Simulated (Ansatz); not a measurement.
`FB(O[SiH3])O[SiH3]`. The species carries charge 0 and has multiplicity 1. All single points use the PBE0-D4/def2-TZVP geometry. It is one conformer, not always the lowest.

```xyz
12

F     1.161    0.644    0.413
B     0.039    0.020    0.014
O    -0.255   -0.039   -1.300
Si    0.506    0.529   -2.656
O    -0.773   -0.537    0.933
Si   -0.709   -0.641    2.583
H    -0.341    0.145   -3.807
H     1.849   -0.088   -2.781
H     0.636    2.005   -2.586
H    -0.709    0.717    3.180
H    -1.917   -1.384    3.006
H     0.513   -1.373    3.001
```

What is the dipole moment at ωB97M-V/def2-TZVPP? (An estimate is asked.)

Ansatz gave: 0.04 D, zero by symmetry or nearly so.

Give the Mulliken charges with ωB97M-V, B3LYP, r2SCAN in def2-TZVPP. (An estimate is asked.)

The calculation gave: 
| atom | ωB97M-V | B3LYP | r2SCAN |
| --- | --- | --- | --- |
| F1 | -0.26 | -0.27 | -0.28 |
| B2 | 0.51 | 0.50 | 0.57 |
| O3 | -0.34 | -0.33 | -0.37 |
| Si4 | 0.29 | 0.40 | 0.42 |
| O5 | -0.34 | -0.33 | -0.37 |
| Si6 | 0.29 | 0.40 | 0.42 |
| H7 | -0.02 | -0.06 | -0.07 |
| H8 | -0.03 | -0.06 | -0.07 |
| H9 | -0.03 | -0.06 | -0.07 |
| H10 | -0.03 | -0.06 | -0.07 |
| H11 | -0.02 | -0.06 | -0.07 |
| H12 | -0.03 | -0.06 | -0.07 |

B3LYP here is the variant with VWN-RPA as its local correlation; programs differ in this.
